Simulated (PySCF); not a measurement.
W(NH)2(Br)(SH) (BrH₃N₂SW), SMILES [SH][W](=[NH])([Br])=[NH], multiplicity 1.

Geometry: r2SCAN-D4/def2-SVP. The multiplicity is an assumed one; other spin states were not compared. The def2 effective core potentials stand for the cores of W; spin–orbit coupling is left out. One conformer was computed; it need not be the lowest.

Method: TDDFT-PBE/def2-SVPD in PySCF.

Vertical excitations. The molecule is in vacuum.

Computed UV-visible absorptions:
```csv
state,energy (eV),λ (nm),f,main pairs
S1,3.82,325,0.003,HOMO−1→LUMO 96 %
S2,3.89,319,0.049,HOMO→LUMO 88 %
S3,4.30,288,0.001,HOMO→LUMO+1 87 %
S4,4.44,279,0.004,"HOMO−2→LUMO 51 %, HOMO−1→LUMO+1 36 %"
S5,4.48,277,0.004,"HOMO−1→LUMO+1 47 %, HOMO−3→LUMO 29 %, HOMO−2→LUMO 11 %"
S6,4.53,273,0.005,"HOMO−3→LUMO 48 %, HOMO−2→LUMO 18 %, HOMO→LUMO+2 13 %, HOMO−4→LUMO 7 %"
S7,4.74,261,0.011,"HOMO→LUMO+2 49 %, HOMO−4→LUMO 10 %, HOMO−1→LUMO+2 8 %"
S8,4.87,254,0.047,"HOMO−4→LUMO 55 %, HOMO−1→LUMO+2 19 %"
S9,4.88,254,0.012,"HOMO−1→LUMO+2 51 %, HOMO→LUMO+3 16 %, HOMO−4→LUMO 11 %"
S10,4.95,251,0.002,HOMO→LUMO+3 71 %
T1,3.30,376,0,HOMO→LUMO 99 %
T2,3.58,346,0,HOMO−1→LUMO 97 %
T3,3.96,313,0,HOMO→LUMO+1 89 %
T4,4.10,302,0,"HOMO−2→LUMO 78 %, HOMO−1→LUMO+1 13 %"
```
Triplets are in the Tamm–Dancoff approximation, which puts them higher than full response would, so one can lie above its singlet here.
